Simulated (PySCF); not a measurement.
## Vertical excitation energies

Compound: C₆H₆BF₂N.
Numbering: `[NH2:1][c:2]1[cH:3][cH:4][c:5]([B:6]([F:7])[F:8])[cH:9][cH:10]1` (hydrogens: H11, H12 on N1; H13 on C3; H14 on C4; H15 on C9; H16 on C10)

Geometry (PBE0-D3(BJ)/def2-SVP, Å), atoms numbered from 1 in this order:
```xyz
16
C6H6BF2N angstrom
N     -2.841    0.006    0.014
C     -1.474    0.003    0.002
C     -0.757   -1.189   -0.227
C      0.627   -1.189   -0.203
C      1.362   -0.016    0.046
B      2.895   -0.022    0.064
F      3.597    1.080    0.288
F      3.595   -1.129   -0.146
C      0.636    1.166    0.275
C     -0.748    1.184    0.255
H     -3.317    0.895   -0.046
H     -3.327   -0.773   -0.406
H     -1.304   -2.115   -0.421
H      1.163   -2.125   -0.385
H      1.178    2.095    0.471
H     -1.288    2.117    0.436
```

Level of theory: TDDFT wB97X-D/def2-SVPD, vertical, gas phase, core orbitals frozen in the response in PySCF.

| state | E (eV) | λ (nm) | ν̃ (cm⁻¹) | f | main configurations (H = HOMO, L = LUMO) |
| --- | --- | --- | --- | --- | --- |
| S1 | 4.92 | 252.2 | 39650 | 0.013 | H→L+1 (75%), H-1→L (24%) |
| S2 | 5.14 | 241.3 | 41450 | 0.384 | H→L (92%) |
| S3 | 6.17 | 201.0 | 49760 | 0.0037 | H→L+2 (55%), H→L+3 (37%) |
| S4 | 6.19 | 200.4 | 49910 | 0.224 | H-1→L (73%), H→L+1 (23%) |
| S5 | 6.85 | 181.0 | 55240 | 0.175 | H→L+3 (34%), H-1→L+1 (28%), H→L+2 (23%) |
| S6 | 6.86 | 180.6 | 55360 | 0.448 | H-1→L+1 (62%), H→L+3 (16%), H→L+2 (9%) |

The lowest singlet comes at 252 nm (474 kJ/mol) in the ultraviolet; it is weak; its leading configuration is HOMO→LUMO+1 (75%). The most intense listed level is S6 at 6.86 eV (181 nm, f = 0.448), 1.95 eV above S1. It is the last of those listed, so stronger ones may follow. Löwdin shares by element: HOMO carbon 42% or more, nitrogen 25% (atoms not listed hold the other 33%); LUMO carbon 43% or more, boron 15% (atoms not listed hold the other 42%). The oscillator strengths of these states sum to 1.247; summed over the whole spectrum of an exact calculation they would give the number of electrons, 72 (Thomas–Reiche–Kuhn). The listed states span 1.95 eV, and the widest gap between neighbours is 1.03 eV (S2 to S3). Orbital energies (eV): HOMO-3 -11.69, HOMO-2 -11.37, HOMO-1 -9.36, HOMO -8.12, LUMO 0.74, LUMO+1 1.31, LUMO+2 2.02. The window holds the lowest 6 singlets.

Time: 75 s (grids of density and orbitals included); peak memory 1.2 GiB. Hardware: an Arm Neoverse V1 with one thread, no GPU, shared host.
